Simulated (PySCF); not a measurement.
**31P chemical shifts**

- NMR shieldings at PBE0/pcSseg-1/GIAO
- PBE0-D3(BJ)/def2-SVP geometry
- run in PySCF 2.14
- non-relativistic Hamiltonian, equivalent nuclei averaged, no solvent model, one conformer

Shieldings were converted by a linear fit to measured shifts: 31P: δ = 282.38 − 0.871σ (rms 18.7 ppm, 97 shifts vs H3PO4, solution or neat liquid). A few per cent of atoms miss by over 2 rms, more outside the fitted compound classes.

**Question.** Give the 31P shifts of `C=[P@@](C)(P)CC`.

**Answer.** 
```json
{"compound": "[CH2:1]=[P@@:2]([CH3:3])([PH2:4])[CH2:5][CH3:6]", "environment": "P2: phosphorus bonded to 3 C, P", "δ (ppm)": "-2.6"}
{"compound": "[CH2:1]=[P@@:2]([CH3:3])([PH2:4])[CH2:5][CH3:6]", "environment": "P4: phosphorus bonded to P, 2 H", "δ (ppm)": "-78.4"}
```

**Question.** Order these by 31P shift, lowest first.
A. CNp1cccc1
B. Cc1cn(C2CC2)cp1
C. CC(C)c1ncccp1

**Answer.** A (44.5 ppm, ring phosphorus), B (120.2 ppm, phosphorus bonded to 2 C, in a 5-membered ring), C (186.9 ppm, phosphorus bonded to 2 C, in a 6-membered ring).
